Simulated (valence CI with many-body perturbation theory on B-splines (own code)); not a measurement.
E1 line list for Pm⁵⁴⁺

Calculated by valence CI with perturbative core correlation (CI+MBPT): five valence electrons over a frozen Dirac-Fock core [He], radial functions for each j: 9 s, 9 p, 8 d, 6 f, 3 g, 1 h, with the one-electron correlation potential Σ1, the two-electron term Σ2, the three-electron term Σ3, Breit, model QED; selected CI, second order for the rest (own B-spline code, finite nucleus).

No measured spectrum was set against this ion. As an estimate, large intervals hold to a few tenths of a per cent, small ones and those within an open d or f shell to about a per cent. Among the levels kept, up to 1200 cm⁻¹ of a level comes from second order outside the variational space, and about a tenth of that is noise between levels of different J, which matters for small intervals.

Lines 101 to 150 of 260 in falling wavelength, among levels below 524.19 Ry, chosen from the strongest by gf and those to the six lowest levels. Wavelengths and rates use the calculated energies. Electric multipoles are in the length gauge, E1 and E2 with the static RPA response of the core. Weak lines are less certain than strong ones. Lines between different terms over intervals too small for the method are left out, as are lines whose strength nearly cancels. The highest levels of a list are the least certain.

Levels are named by their leading jj configuration (3d3/2^4 stands for four electrons in 3d with j = 3/2), which in mixed levels can hold well under half, so a name can repeat and another be missing. Letters in brackets count levels of one name in rising energy.

| λ vac (nm) | Upper | Lower | A (s⁻¹) | log gf | Branch % |
| --- | --- | --- | --- | --- | --- |
| 1.415 | (2p1/2 2p3/2^4) J=1/2 | (2s 2p1/2 2p3/2^3) J=3/2 [b] | 4.77e+12 | -0.54 | 66.6 |
| 1.414 | (2s 2p1/2^2 2p3/2 3d3/2) J=5/2 [b] | (2s^2 2p1/2^2 3d3/2) J=3/2 | 1.85e+12 | -0.48 | 2.8 |
| 1.409 | (2s 2p1/2^2 2p3/2 3d3/2) J=1/2 [b] | (2s^2 2p1/2^2 3d3/2) J=3/2 | 1.60e+12 | -1.02 | 0.4 |
| 1.409 | (2s 2p1/2 2p3/2^3) J=3/2 [b] | (2s^2 2p1/2 2p3/2^2) J=1/2 | 1.02e+12 | -0.92 | 22.1 |
| 1.406 | (2s 2p1/2^2 2p3/2 3p1/2) J=3/2 [b] | (2s^2 2p1/2^2 3p1/2) J=1/2 | 1.75e+12 | -0.68 | 9.6 |
| 1.403 | (2s 2p1/2^2 2p3/2 3p3/2) J=3/2 [b] | (2s^2 2p1/2^2 3p3/2) J=3/2 | 2.16e+12 | -0.59 | 2.2 |
| 1.403 | (2s 2p1/2 2p3/2^3) J=5/2 | (2s^2 2p1/2 2p3/2^2) J=3/2 | 9.64e+10 | -1.77 | 5.4 |
| 1.402 | (2p1/2^2 2p3/2^3) J=3/2 | (2s 2p1/2^2 2p3/2^2) J=3/2 | 3.34e+12 | -0.40 | 62.8 |
| 1.401 | (2s 2p1/2^2 2p3/2 3p1/2) J=1/2 | (2s^2 2p1/2^2 3p1/2) J=1/2 | 1.39e+12 | -1.09 | 1.2 |
| 1.400 | (2s 2p3/2^4) J=1/2 | (2s^2 2p3/2^3) J=3/2 | 3.90e+12 | -0.64 | 98.2 |
| 1.400 | (2p1/2^2 2p3/2^3) J=3/2 | (2s 2p1/2^2 2p3/2^2) J=1/2 | 7.38e+11 | -1.06 | 13.9 |
| 1.398 | (2p1/2 2p3/2^4) J=1/2 | (2s 2p1/2 2p3/2^3) J=1/2 | 2.13e+12 | -0.90 | 29.7 |
| 1.397 | (2s 2p1/2^2 2p3/2 3p3/2) J=1/2 [b] | (2s^2 2p1/2^2 3p3/2) J=3/2 | 2.16e+12 | -0.90 | 24.0 |
| 1.396 | (2s 2p1/2^2 2p3/2 3s) J=3/2 [b] | (2s^2 2p1/2^2 3s) J=1/2 | 1.90e+12 | -0.65 | 4.3 |
| 1.388 | (2s^2 2p1/2 2p3/2 3p3/2) J=1/2 [c] | (2s^2 2p1/2^2 3s) J=1/2 | 9.87e+11 | -1.24 | 2.1 |
| 1.367 | (2s 2p1/2^2 2p3/2^2) J=1/2 | (2s^2 2p1/2^2 2p3/2) J=3/2 | 2.02e+12 | -0.95 | 97.8 |
| 1.365 | (2s 2p1/2^2 2p3/2^2) J=3/2 | (2s^2 2p1/2^2 2p3/2) J=3/2 | 3.59e+12 | -0.40 | 98.2 |
| 1.350 | (2s 2p1/2 2p3/2^3) J=3/2 [b] | (2s^2 2p1/2 2p3/2^2) J=5/2 | 3.42e+12 | -0.43 | 74.1 |
| 1.334 | (2s 2p1/2 2p3/2^3) J=1/2 | (2s^2 2p1/2 2p3/2^2) J=3/2 | 3.34e+12 | -0.75 | 72.3 |
| 1.319 | (2s 2p1/2 2p3/2^3) J=3/2 [b] | (2s^2 2p1/2 2p3/2^2) J=3/2 | 1.14e+11 | -1.92 | 2.5 |
| 1.282 | (2p1/2^2 2p3/2^3) J=3/2 | (2s 2p1/2^2 2p3/2^2) J=5/2 | 1.02e+12 | -1.00 | 19.1 |
| 0.8768 | (2s 2p1/2 2p3/2^3) J=3/2 [a] | (2s^2 2p1/2^2 2p3/2) J=3/2 | 1.39e+10 | -3.19 | 0.8 |
| 0.8287 | (2s 2p1/2 2p3/2^3) J=1/2 | (2s^2 2p1/2^2 2p3/2) J=3/2 | 4.63e+10 | -3.02 | 1.0 |
| 0.8230 | (2s 2p1/2 2p3/2^3) J=3/2 [b] | (2s^2 2p1/2^2 2p3/2) J=3/2 | 2.96e+10 | -2.92 | 0.6 |
| 0.8194 | (2s 2p3/2^4) J=1/2 | (2s^2 2p1/2 2p3/2^2) J=3/2 | 6.55e+10 | -2.88 | 1.7 |
| 0.2436 | (2s^2 2p1/2^2 3p1/2) J=1/2 | (2s 2p1/2^2 2p3/2^2) J=1/2 | 1.03e+11 | -3.74 | 10.7 |
| 0.2352 | (2s^2 2p1/2^2 3p3/2) J=3/2 | (2s 2p1/2^2 2p3/2^2) J=1/2 | 2.77e+10 | -4.04 | 3.0 |
| 0.2317 | (2s^2 2p1/2^2 3p3/2) J=3/2 | (2s 2p1/2^2 2p3/2^2) J=5/2 | 1.27e+11 | -3.39 | 13.7 |
| 0.2205 | (2s^2 2p1/2^2 3d3/2) J=3/2 | (2s^2 2p1/2 2p3/2^2) J=1/2 | 7.09e+10 | -3.68 | 0.1 |
| 0.2181 | (2s^2 2p1/2^2 3d3/2) J=3/2 | (2s^2 2p1/2 2p3/2^2) J=3/2 | 1.77e+11 | -3.30 | 0.2 |
| 0.2170 | (2s^2 2p1/2 2p3/2 3p1/2) J=3/2 [b] | (2s 2p1/2^2 2p3/2^2) J=1/2 | 3.38e+11 | -3.02 | 15.5 |
| 0.2160 | (2s^2 2p1/2^2 3d5/2) J=5/2 | (2s^2 2p1/2 2p3/2^2) J=3/2 | 2.13e+10 | -4.05 | 0.0 |
| 0.2151 | (2s^2 2p1/2 2p3/2 3p1/2) J=5/2 | (2s 2p1/2^2 2p3/2^2) J=5/2 | 1.13e+11 | -3.33 | 11.9 |
| 0.2140 | (2s^2 2p1/2 2p3/2 3p1/2) J=3/2 [b] | (2s 2p1/2^2 2p3/2^2) J=5/2 | 4.14e+11 | -2.94 | 19.0 |
| 0.2127 | (2s 2p1/2^2 2p3/2 3s) J=3/2 [a] | (2s 2p1/2^2 2p3/2^2) J=1/2 | 2.53e+13 | -1.16 | 27.0 |
| 0.2123 | (2s^2 2p1/2 2p3/2 3p3/2) J=1/2 [a] | (2s 2p1/2^2 2p3/2^2) J=1/2 | 1.09e+12 | -2.83 | 22.0 |
| 0.2120 | (2s^2 2p1/2 2p3/2 3p3/2) J=3/2 [a] | (2s 2p1/2^2 2p3/2^2) J=1/2 | 6.39e+10 | -3.76 | 4.5 |
| 0.2113 | (2s^2 2p1/2 2p3/2 3s) J=3/2 [a] | (2s^2 2p1/2 2p3/2^2) J=1/2 | 3.51e+11 | -3.03 | 0.6 |
| 0.2113 | (2s^2 2p1/2 2p3/2 3p3/2) J=3/2 [b] | (2s 2p1/2^2 2p3/2^2) J=1/2 | 3.07e+12 | -2.09 | 17.4 |
| 0.2110 | (2s^2 2p1/2 2p3/2 3s) J=1/2 | (2s^2 2p1/2 2p3/2^2) J=1/2 | 3.13e+13 | -1.38 | 24.7 |
| 0.2109 | (2s^2 2p1/2 2p3/2 3p3/2) J=1/2 [b] | (2s 2p1/2^2 2p3/2^2) J=3/2 | 3.58e+13 | -1.32 | 60.2 |
| 0.2109 | (2s^2 2p1/2 2p3/2 3p3/2) J=1/2 [b] | (2s 2p1/2^2 2p3/2^2) J=1/2 | 2.15e+13 | -1.54 | 36.1 |
| 0.2106 | (2s 2p1/2^2 2p3/2 3s) J=5/2 | (2s 2p1/2^2 2p3/2^2) J=5/2 | 3.33e+13 | -0.88 | 94.5 |
| 0.2105 | (2s^2 2p1/2 2p3/2 3s) J=3/2 [b] | (2s^2 2p1/2 2p3/2^2) J=1/2 | 3.11e+13 | -1.08 | 26.0 |
| 0.2102 | (2s 2p1/2^2 2p3/2 3s) J=3/2 [b] | (2s 2p1/2^2 2p3/2^2) J=3/2 | 3.05e+13 | -1.09 | 69.5 |
| 0.2102 | (2s 2p1/2^2 2p3/2 3s) J=3/2 [b] | (2s 2p1/2^2 2p3/2^2) J=1/2 | 5.92e+11 | -2.80 | 1.4 |
| 0.2100 | (2s^2 2p1/2 2p3/2 3p3/2) J=1/2 [c] | (2s 2p1/2^2 2p3/2^2) J=1/2 | 1.25e+13 | -1.78 | 26.7 |
| 0.2100 | (2s^2 2p1/2 2p3/2 3s) J=3/2 [a] | (2s^2 2p1/2 2p3/2^2) J=5/2 | 8.98e+12 | -1.62 | 15.0 |
| 0.2098 | (2s^2 2p3/2^2 3s) J=5/2 | (2s^2 2p3/2^3) J=3/2 | 1.60e+13 | -1.20 | 46.9 |
| 0.2098 | (2s 2p1/2^2 2p3/2 3s) J=3/2 [a] | (2s 2p1/2^2 2p3/2^2) J=5/2 | 6.34e+13 | -0.78 | 67.6 |
